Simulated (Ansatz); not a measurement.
Computed with Ansatz on PBE0-D4/def2-TZVP structures; ΔE is electronic, products minus reactants. CCSD(T)/CBS is the MP2 limit (def2-TZVPP, def2-QZVPP) plus CCSD(T) − MP2 in def2-TZVPP, frozen cores. This one scheme is used for every species. Functionals use def2-TZVPP. For Zn outer-core shells are correlated without core-valence functions, which leaves a few kJ/mol of doubt a bond. Scalar relativity is left out up to krypton. Each species was taken in one conformer, which may not be the lowest.

`[CH3][Zn][O]C=N` + dimethylamine → `[CH3][Zn][N](C)C` + `N=CO`  (ligand exchange at a Zn–O bond)

`[CH3][Zn][O]C=N`:

```xyz
10

C     1.948   -0.723    1.014
Zn    0.612    0.239    0.033
O    -0.549    1.245   -0.925
C    -1.825    0.959   -1.124
N    -2.523   -0.020   -0.726
H     2.068   -0.296    2.012
H     1.660   -1.770    1.117
H     2.908   -0.676    0.497
H    -2.320    1.718   -1.738
H    -1.979   -0.676   -0.160
```

`CNC`:

Cartesian coordinates in Å:
```
C -0.141 1.182 -0.207
N -0.201 -0.190 -0.654
C 0.336 -1.118 0.314
H -0.609 1.836 -0.946
H 0.905 1.489 -0.111
H -0.627 1.358 0.769
H -1.157 -0.438 -0.873
H 1.407 -0.934 0.439
H 0.216 -2.142 -0.044
H -0.129 -1.043 1.313
```

`[CH3][Zn][N](C)C`:

Cartesian coordinates in Å:
```
C 2.505 0.734 1.517
Zn 0.906 0.267 0.548
N -0.603 -0.178 -0.365
C -0.608 -0.919 -1.594
C -1.928 0.178 0.059
H 2.385 0.533 2.584
H 2.745 1.792 1.393
H 3.354 0.148 1.158
H -1.062 -0.347 -2.421
H 0.406 -1.186 -1.905
H -1.180 -1.858 -1.509
H -2.447 0.805 -0.685
H -2.563 -0.709 0.223
H -1.911 0.740 0.998
```

`N=CO`:

```xyz
6

N    -0.387   -0.253    0.928
C    -0.079    0.231   -0.191
O     0.887   -0.293   -0.951
H    -1.138    0.271    1.363
H    -0.524    1.097   -0.684
H     1.241   -1.052   -0.465
```

CCSD(T)/CBS gives +0.42 eV.

**Question.** Another level gave +0.49 eV. Which?
A. HF/def2-TZVPP
B. revPBE-D4/def2-TZVPP
C. BHLYP/def2-TZVPP
D. r2SCAN0/def2-TZVPP

**Answer.** C. BHLYP 0.49, r2SCAN0 0.43, HF/def2-TZVPP 0.61, revPBE-D4 0.36 eV.

Largest T1 diagnostic among the species: 0.016.

In def2-TZVPP, CCSD(T) changes the Hartree–Fock value by −0.20 eV (the triples alone add −0.02 eV) and MP2 by −0.26 eV. From BLYP to BHLYP (50 % exact exchange), in def2-TZVPP and without D4, ΔE moves by +0.06 eV. Leaving LDA and LC-ωPBE aside and taking each functional with its dispersion term where it has one, the values, not all of them listed here, spread over 0.11 eV, from PBE-D4 to BHLYP-D4. LDA lies −0.11 eV from PBE without D4.
